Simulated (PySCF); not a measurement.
## Choosing a basis for TDDFT

Species: GeH₇NSSi.
Numbering: `[NH2:1][GeH2:2][S:3][SiH3:4]` (hydrogens: H5, H6 on N1; H7, H8 on Ge2; H9, H10, H11 on Si4)

Geometry (PBE0-D3(BJ)/def2-SVP, Å), atoms numbered from 1 in this order:
```xyz
11
GeH7NSSi angstrom
N     -1.2565    0.5522   -0.7806
Ge    -1.1794   -0.6657    0.5835
S      0.7673   -0.2949    1.6021
Si     1.8858    0.2172   -0.1682
H     -1.4928    1.5073   -0.5286
H     -1.7813    0.2702   -1.6032
H     -2.2569   -0.5304    1.6777
H     -1.2179   -2.0493   -0.0871
H      1.6011   -0.7289   -1.2868
H      3.3161    0.0744    0.2384
H      1.6627    1.6213   -0.6154
```

TDDFT with PBE0 (PySCF), vertical singlets, core orbitals frozen in the response, spherical d and f functions. Isolated species at its PBE0-D3(BJ)/def2-SVP geometry (one conformer only). Relativistic effects, spin–orbit coupling among them, are left out although an element past zinc is present.

Question: Compare 6-31G*, def2-SVP, def2-SVPD, aug-cc-pVDZ, def2-TZVP and def2-TZVPD for this molecule.

Answer: 

| basis | functions | diffuse | S1 (eV) | S2 (eV) | S3 (eV) | S4 (eV) | S5 (eV) | LUMO (eV) | α (au) |
| --- | --- | --- | --- | --- | --- | --- | --- | --- | --- |
| 6-31G* | 96 | no | 5.89 | 6.15 | 6.40 | 6.58 | 6.68 | 0.17 | 71.5 |
| def2-SVP | 117 | no | 6.03 | 6.42 | 6.52 | 6.69 | 6.89 | 0.32 | 74.5 |
| def2-SVPD | 165 | yes | 5.77 | 5.93 | 6.15 | 6.27 | 6.58 | -0.20 | 89.3 |
| aug-cc-pVDZ | 176 | yes | 5.68 | 5.74 | 5.90 | 5.96 | 6.39 | -0.48 | 90.6 |
| def2-TZVP | 195 | no | 5.87 | 6.06 | 6.31 | 6.41 | 6.67 | 0.05 | 84.0 |
| def2-TZVPD | 243 | yes | 5.74 | 5.84 | 6.03 | 6.11 | 6.47 | -0.29 | 90.3 |

States are compared by their number. Against the largest diffuse basis here (def2-TZVPD, itself not a converged limit), sets without diffuse functions differ by up to 0.29 eV in S1 and 0.42 eV in S5; the smaller diffuse sets differ by up to 0.06 and 0.12 eV. State by state, the largest deviation of a set without diffuse functions is S1 0.29, S2 0.58, S3 0.49, S4 0.58, S5 0.42 eV. The same number needn't mean the same state in each row. Against def2-TZVPD the polarisability deviates by -21% in 6-31G*, -18% in def2-SVP, -1% in def2-SVPD, 0% in aug-cc-pVDZ, -7% in def2-TZVP.

Without π bonds the low states are Rydberg-like; a valence basis with one diffuse set may place them up to an eV too high.
